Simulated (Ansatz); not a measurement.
`N=C(O)[SiH](N)O`, relaxed with RKS PBE-D4/def2-SVP in Ansatz from a rough embedded geometry. The force threshold is 0.03 eV/Å; the program also tests the step.

Total charge 0; spin multiplicity 1.

Start:

```xyz
12

N    -0.821    1.930   -0.080
C    -0.955    0.680   -0.401
O    -2.193    0.271   -0.744
Si    0.473   -0.527   -0.251
N     1.816    0.055    0.554
O     0.118   -1.918    0.574
H     0.164    2.153    0.117
H    -2.751    1.125   -0.676
H     0.933   -0.974   -1.629
H     1.512    0.072    1.538
H     2.517   -0.643    0.487
H    -0.815   -2.224    0.511
```

By how much does the energy fall, and how many steps does the optimiser take? (An estimate is asked.)

Ansatz gave: 55.65 kJ/mol, in 11 steps, 2 of them rejected.

Which bonds change most? (Estimate.)

Ansatz gave: Si4–N5 from 1.670 to 1.730 Å; C2–Si4 from 1.877 to 1.915 Å; O3–H8 from 1.022 to 0.986 Å; N5–H11 from 0.992 to 1.022 Å.

Give the relaxed structure. (An estimate is asked.)

Ansatz gave: 
```xyz
12

N    -0.763    1.926   -0.182
C    -0.884    0.660   -0.328
O    -2.121    0.118   -0.533
Si    0.489   -0.674   -0.269
N     1.781    0.006    0.659
O    -0.239   -2.042    0.391
H     0.231    2.162   -0.031
H    -2.746    0.881   -0.535
H     1.072   -0.957   -1.624
H     1.650    0.183    1.658
H     2.741   -0.288    0.467
H    -1.211   -1.976    0.327
```
